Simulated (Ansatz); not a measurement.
Ansatz (a program for electronic structure) input file for 2,2'-bipyridine (C₁₀H₈N₂), SMILES c1ccc(-c2ccccn2)nc1, PBE-D3(BJ)/def2-SVP. Geometry optimised at PBE-D3(BJ)/def2-SVP. Other conformers were not sampled.

Ansatz 0.2 input:
```yaml
crystal:
  periodic: [false, false, false]
  atoms:
    - {symbol: C, position_ang: [-0.00000001, 3.51708577, -0.09586117]}
    - {symbol: C, position_ang: [0.00000000, 2.89563246, 1.15997849]}
    - {symbol: C, position_ang: [0.00000000, 1.49723761, 1.22240089]}
    - {symbol: C, position_ang: [0.00000000, 0.75015424, 0.02085276]}
    - {symbol: C, position_ang: [0.00000000, -0.75015424, 0.02085276]}
    - {symbol: C, position_ang: [-0.00000000, -1.49723760, 1.22240089]}
    - {symbol: C, position_ang: [-0.00000000, -2.89563247, 1.15997849]}
    - {symbol: C, position_ang: [-0.00000000, -3.51708576, -0.09586117]}
    - {symbol: C, position_ang: [-0.00000000, -2.69044944, -1.23317343]}
    - {symbol: N, position_ang: [0.00000000, -1.35531376, -1.18473208]}
    - {symbol: N, position_ang: [0.00000000, 1.35531376, -1.18473208]}
    - {symbol: C, position_ang: [-0.00000000, 2.69044945, -1.23317344]}
    - {symbol: H, position_ang: [-0.00000000, 4.61271035, -0.19624909]}
    - {symbol: H, position_ang: [-0.00000000, 3.49195195, 2.08519445]}
    - {symbol: H, position_ang: [0.00000000, 1.00008191, 2.20206044]}
    - {symbol: H, position_ang: [0.00000000, -1.00008191, 2.20206044]}
    - {symbol: H, position_ang: [-0.00000000, -3.49195195, 2.08519444]}
    - {symbol: H, position_ang: [-0.00000000, -4.61271036, -0.19624909]}
    - {symbol: H, position_ang: [0.00000000, -3.14116032, -2.24306646]}
    - {symbol: H, position_ang: [-0.00000000, 3.14116032, -2.24306646]}
basis:
  gaussian:
    orbitals: def2-SVP
hamiltonian:
  xc: pbe
  dispersion: d3bj
```

Output:

```
WARN ansatz: RAYON_NUM_THREADS=4 ignored (pool sized by the plan → 4); use --threads N
Functional definition: PBE
integrals: 0.22 GiB planned
2388 factors; their error is unknown
mean field: 1.14 GiB planned
mean field evaluation 1: about -13438.9064 eV, gradient 7.3e1 eV
mean field evaluation 2: about -13428.5073 eV, gradient 9.9e1 eV
mean field evaluation 4: about -13453.3349 eV, gradient 1.1e1 eV
mean field evaluation 8: about -13453.6390 eV, gradient 1.5e-1 eV
mean field evaluation 16: about -13453.4745 eV, gradient 1.6e-3 eV
mean field -13453.47448081 eV, -494.4060680771 hartree, gradient 4.2e-5 eV, S^2 0.000000; 0 other end points of the search recorded, 0 dependent functions left out
reference -13453.47452267 eV, -494.4060696156 hartree; 41, 41 occupied and 167, 167 virtual orbitals, 2388 factors
Total energy: -13454.11330049 eV, -494.4295442675 hartree
```

The calculation finished and met its thresholds.
